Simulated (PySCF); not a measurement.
Gas-phase XPS of `O=C=PC[SiH3]`, computed

Compound: C₂H₅OPSi.
SMILES with atom numbers: `[O:1]=[C:2]=[P:3][CH2:4][SiH3:5]`

Method used: PySCF 2.14.0, delta-SCF UKS SCAN, pcX-2 on the ionised atom, pcseg-1 elsewhere, spin-free X2C. Binding energies are ΔSCF values: E(core-ionised, relaxed orbitals) − E(ground state) at a fixed geometry, referred to the vacuum level.

What binding energy does each computed site have?

```json
{"atom(s)": "O1", "bonded to": "C (double bond)", "level": "O 1s", "binding energy (eV)": "539.59", "2p1/2 (eV)": "–", "above the level's lowest (eV)": "0.00", "count": "1"}
{"atom(s)": "C2", "bonded to": "O (double bond) and P (double bond)", "level": "C 1s", "binding energy (eV)": "293.67", "2p1/2 (eV)": "–", "above the level's lowest (eV)": "+2.87", "count": "1"}
{"atom(s)": "P3", "bonded to": "C (double bond) and C", "level": "P 2p3/2", "binding energy (eV)": "136.63", "2p1/2 (eV)": "137.52", "above the level's lowest (eV)": "0.00", "count": "1"}
{"atom(s)": "P3", "bonded to": "C (double bond) and C", "level": "P 1s", "binding energy (eV)": "2150.18", "2p1/2 (eV)": "–", "above the level's lowest (eV)": "0.00", "count": "1"}
{"atom(s)": "C4", "bonded to": "2 H, P and Si", "level": "C 1s", "binding energy (eV)": "290.80", "2p1/2 (eV)": "–", "above the level's lowest (eV)": "0.00", "count": "1"}
{"atom(s)": "Si5", "bonded to": "C and 3 H", "level": "Si 2p3/2", "binding energy (eV)": "106.92", "2p1/2 (eV)": "107.54", "above the level's lowest (eV)": "0.00", "count": "1"}
{"atom(s)": "Si5", "bonded to": "C and 3 H", "level": "Si 1s", "binding energy (eV)": "1846.68", "2p1/2 (eV)": "–", "above the level's lowest (eV)": "0.00", "count": "1"}
```

The listed C 1s values span 2.87 eV, from C4 (bonded to 2 H, P and Si) to C2 (bonded to O (double bond) and P (double bond)). Summing the Pauling electronegativity differences to the bonded atoms, each weighted by its formal bond order, gives -1.71 for the lowest site and +1.06 for the highest.

Which photon energy gives electrons from O 1s of O1 a kinetic energy of 20 eV, and what is their de Broglie wavelength?

hν = 539.59 + 20 = 559.59 eV, recoil neglected; λ = 12.264 Å/√(E/eV) = 2.74 Å.

Which effective nuclear charge Zeff reproduces each element's mean 1s value in the hydrogen-like formula E = 13.606 eV × Zeff²?

C (Z = 6): mean 292.2 eV, Zeff = 4.63, Z − Zeff = 1.37; O (Z = 8): mean 539.6 eV, Zeff = 6.30, Z − Zeff = 1.70; Si (Z = 14): mean 1846.7 eV, Zeff = 11.65, Z − Zeff = 2.35; P (Z = 15): mean 2150.2 eV, Zeff = 12.57, Z − Zeff = 2.43. Means run over the listed sites, weighted by atom count.

The unrestricted hole states depart most from a pure doublet (⟨S²⟩ = 0.75; over 0.85 named) for C 1s of C2 (0.94), which makes this value less certain. For 2p shells one spin-free hole was relaxed; a mean-field spin–orbit operator and the ground-state splitting of the three 2p orbitals were then diagonalised within the shell. The shell's mean is (2 × 2p3/2 + 2p1/2)/3, and the degeneracies 2j + 1 give areas of 2:1. 2p1/2 minus 2p3/2 (ligand field included): P 0.89 eV, Si 0.62 eV. Geometry: PBE0-D3(BJ)/def2-SVP, one conformer, isolated molecule.

The values belong to the conformer `[O:1]=[C:2]=[P:3][CH2:4][SiH3:5]`: C2–P3–C4–Si5 -62°.
